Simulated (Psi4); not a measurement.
C$_{3}$H$_{7}$O (SMILES [CH2-]C(C)O), charge -1, singlet, geometry from GFN2-xTB (a gas-phase anion, which may not be bound at this level); REVPBE/3-21G in Psi4 1.11.

Psi4 was given this input:
```
memory 2 GB

molecule mol {
-1 1
O     0.018235    1.376287   -0.153627
C    -0.094249    0.017519    0.328582
H     0.901448    1.686364    0.083025
H     0.027095    0.117538    1.479271
C    -1.349135   -0.603979   -0.208560
C     1.141281   -0.771636   -0.132748
H     1.122118   -0.860075   -1.217251
H    -2.215751   -0.099499    0.295775
H     2.076747   -0.279777    0.169273
H    -1.370456   -1.654527    0.198271
H     1.125539   -1.771751    0.297008
}

set {
  basis 3-21g
  reference rks
}

energy('revpbe')
print_variables()
```

Q: Predict the main parts of the log of this Psi4 run.

A: 
```
   => Loading Basis Set <=

    Name: 3-21G
    Role: ORBITAL
    Keyword: BASIS

         ---------------------------------------------------------
                                   SCF
               by Justin Turney, Rob Parrish, Andy Simmonett
                          and Daniel G. A. Smith
                              RKS Reference
         ---------------------------------------------------------

  ==> Geometry <==

    Molecular point group: c1
    Full point group: C1

    Geometry (in Angstrom), charge = -1, multiplicity = 1:

       Center              X                  Y                   Z               Mass
    ------------   -----------------  -----------------  -----------------  -----------------
         O            0.046241691348     1.328321956349    -0.131706881983    15.994914619570
         C           -0.066242308652    -0.030446043651     0.350502118017    12.000000000000
         H            0.929454691348     1.638398956349     0.104945118017     1.007825032230
         H            0.055101691348     0.069572956349     1.501191118017     1.007825032230
         C           -1.321128308652    -0.651944043651    -0.186639881983    12.000000000000
         C            1.169287691348    -0.819601043651    -0.110827881983    12.000000000000
         H            1.150124691348    -0.908040043651    -1.195330881983     1.007825032230
         H           -2.187744308652    -0.147464043651     0.317695118017     1.007825032230
         H            2.104753691348    -0.327742043651     0.191193118017     1.007825032230
         H           -1.342449308652    -1.702492043651     0.220191118017     1.007825032230
         H            1.153545691348    -1.819716043651     0.318928118017     1.007825032230

  Running in c1 symmetry.

  Rotational constants: A =      0.29255  B =      0.28843  C =      0.16300 [cm^-1]
  Rotational constants: A =   8770.40474  B =   8646.80273  C =   4886.72882 [MHz]
  Nuclear repulsion =  125.792709192636153

  Charge       = -1
  Multiplicity = 1
  Electrons    = 34
  Nalpha       = 17
  Nbeta        = 17

  ==> Algorithm <==

  SCF Algorithm Type is DF.
  DIIS enabled.
  MOM disabled.
  Fractional occupation disabled.
  Guess Type is SAD.
  Energy threshold   = 1.00e-06
  Density threshold  = 1.00e-06
  Integral threshold = 1.00e-12

  ==> Primary Basis <==

  Basis Set: 3-21G
    Blend: 3-21G
    Number of shells: 34
    Number of basis functions: 50
    Number of Cartesian functions: 50
    Spherical Harmonics?: false
    Max angular momentum: 1

  ==> DFT Potential <==

   => LibXC <=

    Version 7.1.2
    S. Lehtola, C. Steigemann, M. J. T. Oliveira, and M. A. L. Marques,  SoftwareX 7, 1–5 (2018) (10.1016/j.softx.2017.11.002)

   => Composite Functional: REVPBE <=

    revPBE GGA Exchange-Correlation Functional

    Y. Zhang and W. Yang, Phys. Rev. Lett. 80, 890, 1998

    Deriv               =              1
    GGA                 =           TRUE
    Meta                =          FALSE

    Exchange Hybrid     =          FALSE
    MP2 Hybrid          =          FALSE

   => Exchange Functionals <=

    1.0000   XC_GGA_X_PBE_R

   => Correlation Functionals <=

    1.0000     XC_GGA_C_PBE

   => LibXC Density Thresholds  <==

    XC_GGA_C_PBE:  1.00E-12
    XC_GGA_X_PBE_R:  1.00E-15

   => Molecular Quadrature <=

    Radial Scheme          =       TREUTLER
    Pruning Scheme         =           NONE
    Nuclear Scheme         =       TREUTLER

    Blocking Scheme        =         OCTREE
    BS radius alpha        =              1
    Pruning alpha          =              1
    Radial Points          =             75
    Spherical Points       =            302
    Total Points           =         234013
    Total Blocks           =           1790
    Max Points             =            256
    Max Functions          =             49
    Weights Tolerance      =       1.00E-15

   => Loading Basis Set <=

    Name: (3-21G AUX)
    Role: JKFIT
[...]

    J tasked:                   Yes
    K tasked:                    No
    wK tasked:                   No
    Algorithm:                 Core
    Schwarz Cutoff:           1E-12
    Mask sparsity (%):       0.5600
    Fitting Condition:        1E-10

   => Auxiliary Basis Set <=

  Basis Set: (3-21G AUX)
    Blend: DEF2-UNIVERSAL-JKFIT
    Number of shells: 142
    Number of basis functions: 500
    Number of Cartesian functions: 500
    Spherical Harmonics?: false
    Max angular momentum: 4

  Minimum eigenvalue in the overlap matrix is 1.2866697964E-02.
  Reciprocal condition number of the overlap matrix is 2.8954788359E-03.
    Using symmetric orthogonalization.

  ==> Pre-Iterations <==

  SCF Guess: Superposition of Atomic Densities via on-the-fly atomic UHF (no occupation information).

   -------------------------
    Irrep   Nso     Nmo
   -------------------------
     A         50      50
   -------------------------
    Total      50      50
   -------------------------

  ==> Iterations <==

                           Total Energy        Delta E     RMS |[F,P]|

   @DF-RKS iter SAD:  -191.94796158551119   -1.91948e+02   0.00000e+00
   @DF-RKS iter   1:  -191.99102813263596   -4.30665e-02   1.99207e-02 ADIIS/DIIS
   @DF-RKS iter   2:  -190.40394807448044    1.58708e+00   2.96581e-02 ADIIS/DIIS
   @DF-RKS iter   3:  -192.39704263091011   -1.99309e+00   8.58619e-03 ADIIS/DIIS
   @DF-RKS iter   4:  -192.48936136704248   -9.23187e-02   3.33935e-03 ADIIS/DIIS
   @DF-RKS iter   5:  -192.49945281676727   -1.00914e-02   1.34532e-03 ADIIS/DIIS
   @DF-RKS iter   6:  -192.50108154042084   -1.62872e-03   5.29274e-04 ADIIS/DIIS
   @DF-RKS iter   7:  -192.50140441812127   -3.22878e-04   4.91337e-05 DIIS
   @DF-RKS iter   8:  -192.50140865927924   -4.24116e-06   1.31632e-05 DIIS
   @DF-RKS iter   9:  -192.50140884461132   -1.85332e-07   6.05359e-06 DIIS
   @DF-RKS iter  10:  -192.50140889403258   -4.94213e-08   8.57335e-07 DIIS
  Energy and wave function converged.

  ==> Post-Iterations <==

   Electrons on quadrature grid:
      Ntotal   =   33.9999723970 ; deviation = -2.760e-05

    Orbital Energies [Eh]
    ---------------------

    Doubly Occupied:

[...]
    Virtual:

[...]
    Final Occupation by Irrep:
              A
    DOCC [    17 ]
    NA   [    17 ]
    NB   [    17 ]

  @DF-RKS Final Energy:  -192.50140889403258

   => Energetics <=

    Nuclear Repulsion Energy =            125.7927091926361527
    One-Electron Energy =                -517.2797182481360778
    Two-Electron Energy =                 226.5692915457267986
    DFT Exchange-Correlation Energy =     -27.5836913842594562
    Empirical Dispersion Energy =           0.0000000000000000
    VV10 Nonlocal Energy =                  0.0000000000000000
    Total Energy =                       -192.5014088940325792

Computation Completed

Properties will be evaluated at   0.000000,   0.000000,   0.000000 [a0]

Properties computed using the SCF density matrix

 Multipole Moments:

 ------------------------------------------------------------------------------------
     Multipole            Electronic (a.u.)      Nuclear  (a.u.)        Total (a.u.)
 ------------------------------------------------------------------------------------

 L = 1.  Multiply by 2.5417464519 to convert [e a0] to [Debye]
 Dipole X            :          0.0957693            1.7465280            1.8422972
 Dipole Y            :          3.5081407           -2.9911595            0.5169812
 Dipole Z            :         -0.7228291            1.3669596            0.6441306
 Magnitude           :                                                    2.0189683

 ------------------------------------------------------------------------------------

  Variable Map:
  ----------------------------------------------------------------------------
[...]
  Array Variable Map:
  ----------------------------------------------------------------------------
[...]
[...]
```
